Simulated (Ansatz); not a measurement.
System: C2H9O2Si, charge 1, multiplicity 1. It need not be the lowest isomer of its formula. 
Geometry from a B3LYP-D3(BJ)/def2-TZVP (Ansatz, a first-principles code) optimisation:
```xyz
14

Si     0.0024     0.5820     0.5390
O     -1.1070    -0.6033    -0.2829
C     -2.5819    -0.4535    -0.3717
O      1.4253    -0.1032     0.3607
C      2.4878     0.0612    -0.6060
H     -0.4631     0.5531     1.9251
H     -0.2918     1.7857    -0.2466
H     -2.9097    -1.0356    -1.2266
H     -3.0254    -0.7975     0.5582
H     -2.7634     0.6039    -0.5365
H      2.6256    -0.8850    -1.1237
H      2.2450     0.8478    -1.3203
H      3.3916     0.3188    -0.0607
H     -0.8235    -1.5321    -0.2708
```
Charge +1, spin multiplicity 1.

Parts of the frozen-core correlation energy in STO-3G (Ansatz, hartree). Frozen orbitals: 9; correlated occupied orbitals by spin: 16 and 16; virtual: 13 and 13. No spin-orbit coupling. No relativistic terms.

| term | value |
|---|---|
| reference (HF) | -513.21760 |
| MP2 opposite-spin | [?] |
| MP2 same-spin | [?] |
| CCSD correlation | [?] |
| (T) | -0.00521 |
| T1 diagnostic | 0.012 |
| largest doubles amplitude | 0.034 |

Task: Some entries are withheld; supply them.

Result: 
- MP2 opposite-spin, value: -0.19365
- MP2 same-spin, value: -0.02719
- CCSD correlation, value: -0.28642
